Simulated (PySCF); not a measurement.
# Nickel: a sound run and one with changed settings

Sound run: Ni [Ar] 3d8 4s2, Ni+ [Ar] 3d9. Computed with PySCF 2.14 in jorge-DZP-DKH, with scalar relativity by spin-free X2C-1e. In the sound run the correlated levels freeze [Ar]. The sound run starts from symmetry-adapted Hartree-Fock orbitals and uses a fine grid where one is needed.

Changed run: the non-relativistic Hamiltonian (point nucleus). This setting is unsound on purpose.

```tsv
species	method	sound run (hartree)	changed run (hartree)	converged
Ni	UHF	-1518.99697	-1503.46767	yes
Ni	MN15	-1521.44763	-1505.82694	yes
Ni	M06-L	-1520.37338	-1504.81488	yes
Ni	MP2	-1519.20097	-1503.66821	yes
Ni+	UHF	-1518.67849	-1503.17116	yes
Ni+	MN15	-1521.18684	-1505.58903	yes
Ni+	M06-L	n/a	-1504.54046	no
Ni+	MP2	-1518.92135	-1503.41145	yes
```

Ionisation energy of Ni:

```tsv
method	sound run (eV)	changed run (eV)
UHF	8.666	8.068
MN15	7.096	6.474
MP2	7.609	6.987
SCS-MP2	7.816	7.198
```

Most of the change in total energy is the relativistic energy itself. On top of that the contraction fixes the core shape for the Hamiltonian it was made with, so the changed run is not a good calculation with the other Hamiltonian either.

For comparison, NIST gives 7.640 eV between the lowest levels.
